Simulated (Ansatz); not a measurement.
`CB[SiH](C)F` and `C[SiH](O)F` differ in one atom or group.

Ansatz, PBE0-D4/def2-TZVP geometries, multiplicity 1. Each molecule was computed in one conformer, which needn't be the lowest.

```csv
property,`CB[SiH](C)F`
LUMO energy (PBE0/def2-TZVPP) / eV,-1.92
HOMO–LUMO gap (PBE/def2-TZVPP) / eV,3.53
HOMO–LUMO gap (PBE0/def2-TZVPP) / eV,5.76
LUMO energy (ωB97M-V/def2-TZVPP) / eV,0.02
LUMO energy (B3LYP/def2-TZVPP) / eV,-2.12
HOMO–LUMO gap (B3LYP/def2-TZVPP) / eV,5.39
```

**Question.** What does the change do to each property? (Best estimate.)

**Answer.** The calculation gave: 
| property | `C[SiH](O)F` | shift |
| --- | --- | --- |
| LUMO energy (PBE0/def2-TZVPP) / eV | 0.70 | 2.62 |
| HOMO–LUMO gap (PBE/def2-TZVPP) / eV | 7.26 | 3.73 |
| HOMO–LUMO gap (PBE0/def2-TZVPP) / eV | 9.60 | 3.84 |
| LUMO energy (ωB97M-V/def2-TZVPP) / eV | 2.14 | 2.12 |
| LUMO energy (B3LYP/def2-TZVPP) / eV | 0.32 | 2.44 |
| HOMO–LUMO gap (B3LYP/def2-TZVPP) / eV | 9.01 | 3.62 |

With PBE0 the HOMO falls by 1.22 eV and the LUMO rises by 2.62 eV, so the gap widens by about 3.84 eV. PBE moves the HOMO by -1.02 eV and ωB97M-V by -1.33 eV.

B3LYP here is the variant with VWN-RPA as its local correlation; programs differ in this.
